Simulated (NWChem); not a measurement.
Program: NWChem. System: H3AlO3, charge 0, spin multiplicity 1, at a geometry optimised with B3LYP/def2-SVP. The structure started from a generated list of species. Level: PBE/def2-TZVP.

Input file:

```
start mol
memory heap 200 mb stack 900 mb global 1100 mb
geometry units angstroms nocenter noautoz
  Al     0.000040    -0.000019     0.000000
  O      1.468403     0.853971     0.000000
  H      1.529509     1.813168     0.000000
  O     -1.473673     0.844704     0.000000
  H     -2.335005     0.418214     0.000000
  O      0.005246    -1.698633     0.000000
  H      0.805163    -2.231466     0.000000
  symmetry group Cs
end
basis spherical
  * library def2-tzvp
end
dft
  xc xpbe96 cpbe96
  semidirect memsize 60000000 filesize 0
  iterations 100
end
task dft energy
```

Output (cleaned and shortened):

```
             Northwest Computational Chemistry Package (NWChem) 7.3.0
             --------------------------------------------------------

                                NWChem Input Module
                                -------------------

 Scaling coordinates for geometry "geometry" by  1.889725989
 (inverse scale =  0.529177249)

 Turning off AUTOSYM since
 SYMMETRY directive was detected!

                             Geometry "geometry" -> ""
                             -------------------------

 Output coordinates in angstroms (scale by  1.889725989 to convert to a.u.)

  No.       Tag          Charge          X              Y              Z
 ---- ---------------- ---------- -------------- -------------- --------------
    1 Al                  13.0000     0.00004000    -0.00001900     0.00000000
    2 O                    8.0000     1.46840300     0.85397100     0.00000000
    3 H                    1.0000     1.52950900     1.81316800     0.00000000
    4 O                    8.0000    -1.47367300     0.84470400     0.00000000
    5 H                    1.0000    -2.33500500     0.41821400     0.00000000
    6 O                    8.0000     0.00524600    -1.69863300     0.00000000
    7 H                    1.0000     0.80516300    -2.23146600     0.00000000

 Effective nuclear repulsion energy (a.u.)     161.3732837067

            Nuclear Dipole moment (a.u.)
            ----------------------------
        X                 Y               Z
 ---------------- ---------------- ----------------
    -0.0000094486     0.0000094486     0.0000000000

      Symmetry information
      --------------------

 Group name             Cs
 Group number              2
 Group order               2
 No. of unique centers     7

      Symmetry unique atoms

     1    2    3    4    5    6    7


 Summary of "ao basis" -> "" (spherical)
 ------------------------------------------------------------------------------
       Tag                 Description            Shells   Functions and Types
 ---------------- ------------------------------  ------  ---------------------
 *                         def2-tzvp                  on all atoms

  pbe96 is a nonlocal functional; adding pw91lda local functional.

                                 NWChem DFT Module
                                 -----------------

 Summary of "ao basis" -> "ao basis" (spherical)
 ------------------------------------------------------------------------------
       Tag                 Description            Shells   Functions and Types
 ---------------- ------------------------------  ------  ---------------------
 Al                        def2-tzvp                13       37   5s5p2d1f
 O                         def2-tzvp                11       31   5s3p2d1f
 H                         def2-tzvp                 4        6   3s1p

 Summary of "ao basis" -> "ao basis" (spherical)
 ------------------------------------------------------------------------------
       Tag                 Description            Shells   Functions and Types
 ---------------- ------------------------------  ------  ---------------------
 Al                        def2-tzvp                13       37   5s5p2d1f
 O                         def2-tzvp                11       31   5s3p2d1f
 H                         def2-tzvp                 4        6   3s1p

      Symmetry analysis of basis
      --------------------------

        a'        103
        a"         45

            General Information
            -------------------
          SCF calculation type: DFT
          Wavefunction type:  closed shell.
          No. of atoms     :     7
          No. of electrons :    40
           Alpha electrons :    20
            Beta electrons :    20
          Charge           :     0
          Spin multiplicity:     1
          Use of symmetry is: on ; symmetry adaption is: on
          Maximum number of iterations: 100
          AO basis - number of functions:   148
                     number of shells:    58
          Convergence on energy requested:  1.00D-06
          Convergence on density requested:  1.00D-05
          Convergence on gradient requested:  5.00D-04

              XC Information
              --------------
          PerdewBurkeErnzerhof Exchange Functional  1.000
            Perdew 1991 LDA Correlation Functional  1.000 local
           PerdewBurkeErnz. Correlation Functional  1.000 non-local

             Grid Information
             ----------------
          Grid used for XC integration:  medium
          Radial quadrature: Mura-Knowles
          Angular quadrature: Lebedev.
          Tag              B.-S. Rad. Rad. Pts. Rad. Cut. Ang. Pts.
          ---              ---------- --------- --------- ---------
          Al                  1.25       88           9.0       590
          O                   0.60       49          11.0       434
          H                   0.35       45          11.0       434
          Grid pruning is: on
          Number of quadrature shells:   370
          Spatial weights used:  Erf1

          Convergence Information
          -----------------------
          Convergence aids based upon iterative change in
          total energy or number of iterations.
          Levelshifting, if invoked, occurs when the
          HOMO/LUMO gap drops below (HL_TOL):  1.00D-02
          DIIS, if invoked, will attempt to extrapolate
          using up to (NFOCK): 10 stored Fock matrices.

                    Damping( 0%)  Levelshifting(0.5)       DIIS
                  --------------- ------------------- ---------------
          dE  on:    start            ASAP                start
          dE off:    2 iters        100 iters           100 iters

      Screening Tolerance Information
      -------------------------------
          Density screening/tol_rho:  1.00D-10
          AO Gaussian exp screening on grid/accAOfunc:  14
          CD Gaussian exp screening on grid/accCDfunc:  20
          XC Gaussian exp screening on grid/accXCfunc:  20
          Schwarz screening/accCoul:  1.00D-08

      Superposition of Atomic Density Guess
      -------------------------------------

 Sum of atomic energies:        -467.72717322

      Non-variational initial energy
      ------------------------------

 Total energy =    -468.501620
 1-e energy   =    -967.596039
 2-e energy   =     337.721136
 HOMO         =      -0.508739
 LUMO         =      -0.153692

      Symmetry analysis of molecular orbitals - initial
      -------------------------------------------------

  Numbering of irreducible representations:

     1 a'          2 a"

  Orbital symmetries:

     1 a'          2 a'          3 a'          4 a'          5 a'
     6 a'          7 a'          8 a"          9 a'         10 a'
    11 a'         12 a'         13 a'         14 a'         15 a'
    16 a"         17 a'         18 a'         19 a"         20 a"
    21 a'         22 a'         23 a"         24 a'         25 a'
    26 a'         27 a'         28 a'         29 a"         30 a"

------------------------------------------------------------
EAF file 0: "./mol.aoints.0" size=524288 bytes
------------------------------------------------------------
               write      read    awrite     aread      wait
               -----      ----    ------     -----      ----
     calls:        1         0         0         0         0
   data(b): 5.24e+05  0.00e+00  0.00e+00  0.00e+00
   time(s): 0.00e+00  0.00e+00  0.00e+00  0.00e+00  0.00e+00
rate(mb/s): 0.00e+00  0.00e+00
------------------------------------------------------------

   convergence    iter        energy       DeltaE   RMS-Dens  Diis-err    time
 ---------------- ----- ----------------- --------- --------- ---------  ------
 d= 0,ls=0.0,diis     1   -469.6535456902 -6.31D+02  1.07D-02  1.94D+00     5.6
 d= 0,ls=0.0,diis     2   -469.2710856727  3.82D-01  6.55D-03  5.86D+00     6.4
 d= 0,ls=0.0,diis     3   -469.8075653866 -5.36D-01  7.87D-04  1.22D-01     7.1
 d= 0,ls=0.0,diis     4   -469.8174880907 -9.92D-03  2.45D-04  3.10D-03     7.9
 d= 0,ls=0.0,diis     5   -469.8177696896 -2.82D-04  6.46D-05  1.39D-04     8.7
  Resetting Diis
 d= 0,ls=0.0,diis     6   -469.8177841867 -1.45D-05  1.22D-05  6.93D-06     9.5
 d= 0,ls=0.0,diis     7   -469.8177848508 -6.64D-07  3.34D-06  2.25D-07    10.2

         Total DFT energy =     -469.817784850781
      One electron energy =     -972.580277940011
           Coulomb energy =      386.722550317666
    Exchange-Corr. energy =      -45.333340935140
 Nuclear repulsion energy =      161.373283706705

 Numeric. integr. density =       39.999995184781

     Total iterative time =      9.3s

                  Occupations of the irreducible representations
                  ----------------------------------------------

                     irrep           alpha         beta
                     --------     --------     --------
                     a'               16.0         16.0
                     a"                4.0          4.0

                       DFT Final Molecular Orbital Analysis
                       ------------------------------------

 Vector   18  Occ=2.000000D+00  E=-2.906251D-01  Symmetry=a'
              MO Center= -3.2D-02,  8.4D-01,  1.6D-15, r^2= 3.0D+00
   Bfn.  Coefficient  Atom+Function         Bfn.  Coefficient  Atom+Function
  ----- ------------  ---------------      ----- ------------  ---------------
    81     -0.301076  4 O  py                43      0.297894  2 O  px
    84     -0.247266  4 O  py                46      0.246012  2 O  px
    49      0.179015  2 O  px                87     -0.157055  4 O  py
    15     -0.115517  1 Al px                80      0.113036  4 O  px
    83      0.091642  4 O  px                86      0.090325  4 O  px

 Vector   19  Occ=2.000000D+00  E=-2.668368D-01  Symmetry=a"
              MO Center=  3.6D-01, -7.3D-01, -1.2D-16, r^2= 2.8D+00
   Bfn.  Coefficient  Atom+Function         Bfn.  Coefficient  Atom+Function
  ----- ------------  ---------------      ----- ------------  ---------------
   119      0.369294  6 O  pz               122      0.304412  6 O  pz
    45     -0.256752  2 O  pz               125      0.238719  6 O  pz
    48     -0.209903  2 O  pz                51     -0.172086  2 O  pz
    82     -0.112717  4 O  pz                85     -0.094655  4 O  pz
    88     -0.066741  4 O  pz                22     -0.063988  1 Al d -1

 Vector   20  Occ=2.000000D+00  E=-2.668236D-01  Symmetry=a"
              MO Center= -3.6D-01,  7.3D-01, -2.4D-15, r^2= 2.8D+00
   Bfn.  Coefficient  Atom+Function         Bfn.  Coefficient  Atom+Function
  ----- ------------  ---------------      ----- ------------  ---------------
    82      0.361478  4 O  pz                85      0.296966  4 O  pz
    45     -0.278257  2 O  pz                88      0.237203  4 O  pz
    48     -0.230375  2 O  pz                51     -0.176337  2 O  pz
   119     -0.083129  6 O  pz               122     -0.066514  6 O  pz
    24      0.063985  1 Al d  1             125     -0.060805  6 O  pz

 Vector   21  Occ=0.000000D+00  E=-4.896746D-02  Symmetry=a'
              MO Center=  1.1D-04, -6.7D-05,  2.2D-15, r^2= 5.3D+00
   Bfn.  Coefficient  Atom+Function         Bfn.  Coefficient  Atom+Function
  ----- ------------  ---------------      ----- ------------  ---------------
     5      0.989325  1 Al s                 42     -0.400810  2 O  s
    79     -0.400775  4 O  s                116     -0.400812  6 O  s
    71      0.270441  3 H  s                108      0.270431  5 H  s
   145      0.270484  7 H  s                  4      0.219912  1 Al s
     3     -0.171515  1 Al s                 40     -0.105262  2 O  s

 Vector   22  Occ=0.000000D+00  E= 9.576781D-03  Symmetry=a"
              MO Center=  5.9D-05, -2.8D-05, -4.9D-14, r^2= 4.7D+00
   Bfn.  Coefficient  Atom+Function         Bfn.  Coefficient  Atom+Function
  ----- ------------  ---------------      ----- ------------  ---------------
    20      0.874124  1 Al pz                17      0.380535  1 Al pz
    51     -0.193070  2 O  pz                88     -0.193067  4 O  pz
   125     -0.193069  6 O  pz                45     -0.158816  2 O  pz
    82     -0.158811  4 O  pz               119     -0.158813  6 O  pz
    48     -0.127158  2 O  pz                85     -0.127153  4 O  pz

 Vector   23  Occ=0.000000D+00  E= 2.610363D-02  Symmetry=a'
              MO Center=  4.8D-01, -7.6D-01,  9.7D-17, r^2= 8.1D+00
   Bfn.  Coefficient  Atom+Function         Bfn.  Coefficient  Atom+Function
  ----- ------------  ---------------      ----- ------------  ---------------
   145     -0.903694  7 H  s                116      0.898401  6 O  s
    79     -0.654879  4 O  s                 19      0.546102  1 Al py
    71      0.522561  3 H  s                108      0.380974  5 H  s
    18     -0.243211  1 Al px                42     -0.243521  2 O  s
   123      0.209236  6 O  px                50     -0.197031  2 O  py

 center of mass
 --------------
 x =   0.00000872 y =   0.00000180 z =   0.00000000

 moments of inertia (a.u.)
 ------------------
         277.601239551045          -0.014110198910           0.000000000000
          -0.014110198910         277.582753168181           0.000000000000
           0.000000000000           0.000000000000         555.183992719226

     Multipole analysis of the density
     ---------------------------------

     L   x y z        total         alpha         beta         nuclear
     -   - - -        -----         -----         ----         -------
     0   0 0 0     -0.000000    -20.000000    -20.000000     40.000000

     1   1 0 0     -0.000039     -0.000015     -0.000015     -0.000009
     1   0 1 0     -0.000160     -0.000085     -0.000085      0.000009
     1   0 0 1     -0.000000     -0.000000     -0.000000      0.000000

     2   2 0 0    -20.280691    -87.031627    -87.031627    153.782562
     2   1 1 0     -0.000797     -0.003955     -0.003955      0.007112
     2   1 0 1      0.000000      0.000000      0.000000      0.000000
     2   0 2 0    -20.278442    -87.036886    -87.036886    153.795329
     2   0 1 1      0.000000      0.000000      0.000000      0.000000
     2   0 0 2    -20.692205    -10.346103    -10.346103      0.000000

 Task  times  cpu:       10.3s     wall:       10.3s

 Total times  cpu:       10.3s     wall:       10.3s
```
